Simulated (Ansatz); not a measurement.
Stepwise reaction of `[NH2][Nb]([NH2])(=[S])[Cl]` with hydrogen fluoride, as a gas-phase model of exchange steps in deposition or etching. ΔE in kJ/mol; ΔG adds harmonic PBE0-D4 terms to CCSD(T)/CBS, at 1 bar.

Isolated molecules relaxed with PBE0-D4/def2-TZVP in Ansatz; ΔE leaves out vibrations. CCSD(T)/CBS adds triple-zeta CCSD(T) − MP2 to the extrapolated MP2 energy (def2 sets, frozen cores). This one scheme is used for every species. DFT in def2-TZVPP. B3LYP here is the variant with VWN-RPA as its local correlation; programs differ in this. Elements past krypton have def2 core potentials. For Nb outer-core shells are correlated without core-valence functions, which leaves a few kJ/mol of doubt a bond. One conformer a species, not always the lowest.

```json
{"step": "1", "reaction": "`[NH2][Nb]([NH2])(=[S])[Cl]` + H–F → `[NH2][Nb]([F])(=[S])[Cl]` + NH₃", "PBE-D4": "-81.1", "B3LYP-D4": "-80.8", "ωB97M-V": "-81.6", "CCSD(T)/CBS": "-69.6", "ΔG(600 K)": "-65.7"}
```

(1) Give the row of step 2, `[NH2][Nb]([F])(=[S])[Cl]` + H–F → `[F][Nb]([F])(=[S])[Cl]` + NH₃. (Estimate.)

(2) By hand: ΔE of the 2 steps together at CCSD(T)/CBS.

Results:

(1) The calculation gave: 
```json
{"step": "2", "reaction": "`[NH2][Nb]([F])(=[S])[Cl]` + H–F → `[F][Nb]([F])(=[S])[Cl]` + NH₃", "PBE-D4": "-65.3", "B3LYP-D4": "-63.8", "ωB97M-V": "-64.8", "CCSD(T)/CBS": "-51.5", "ΔG(600 K)": "-50.9"}
```

(2) (-69.6) + (-51.5) = -121.1 kJ/mol, or -60.5 kJ/mol a step.

In ΔE each step is higher than the one before. All are downhill at CCSD(T)/CBS. ΔG lies between -65.7 and -50.9 kJ/mol a step. PBE-D4 differs from CCSD(T)/CBS by -13.8 to -11.5 kJ/mol a step. Only this route is followed, and other bonds may react first. Isolated molecules leave out the surface, adducts and barriers. Largest T1 diagnostic: 0.023.
